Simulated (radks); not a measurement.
Numerical settings for the cerium ion Ce2+, [Xe] 4f2. Method: scalar-relativistic Kohn-Sham, PBEsol, spin-polarised, spherical densities, point nucleus; open shells are filled with parallel spins first (spin-orbit coupling, left out, can overturn this in heavy ions); computed with a radial shooting solver on a logarithmic mesh with Libxc functionals. The defaults (mesh step 0.008 in ln r, mesh end at 40 bohr or more with all orbitals vanishing there, Anderson mixing 0.5 over 9 steps, residual threshold near 1e-9 with the energy settled to 1e-9 hartree or 1e-11 of itself, here a cap of 72 iterations) give E = -8856.5433 hartree and 4f at -13.448 eV in 15 iterations. Run on one thread of a shared host, so times are rough (Arm Neoverse V1): 0.27 s of CPU time, 0.27 s wall, 15 iterations on 2541 mesh points. Changes against that run (0 stands for a change within the tolerance of the run):

| setting | iterations | converged | E (mhartree) | e(4f) (meV) | CPU (s) |
|---|---|---|---|---|---|
| mesh step in ln r 0.12 | 4 | no | diverged | - | 0.01 |
| mesh step in ln r 0.08 | 3 | no | diverged | - | 0.06 |
| mesh step in ln r 0.03 | 15 | yes | +0.00358 | 0 | 0.09 |
| mesh end (bohr) 5 | 14 | yes | +9.54 | +371 | 0.24 |
| mesh end (bohr) 2 | 13 | level above zero | +1.17e+04 | +4.66e+04 | 0.2 |
| residual threshold 0.001 | 10 | yes | 0 | -0.181 | 0.21 |
| residual threshold 1e-05 | 10 | yes | 0 | -0.181 | 0.21 |
| mixing 0.05 | 19 | yes | 0 | 0 | 0.34 |
| linear mixing, mixing 1 | 72 | no | +2.23e+04 | +9.96e+03 | 2.2 |
| linear mixing, mixing 0.2 | 72 | no | 0 | 0 | 1 |
| mixing history 2 | 19 | yes | 0 | 0 | 0.32 |
| iteration cap 5 | 5 | no | +2.38 | -294 | 0.11 |

Settled on a wrong energy, with an occupied level pushed above zero by the early mesh end: mesh end (bohr) 2 (+11.7 hartree). Apart from these: settings that end as converged yet miss the energy by more than 1 mhartree: mesh end (bohr) 5 (+0.00954 hartree). A mesh that ends early acts as a hard wall.
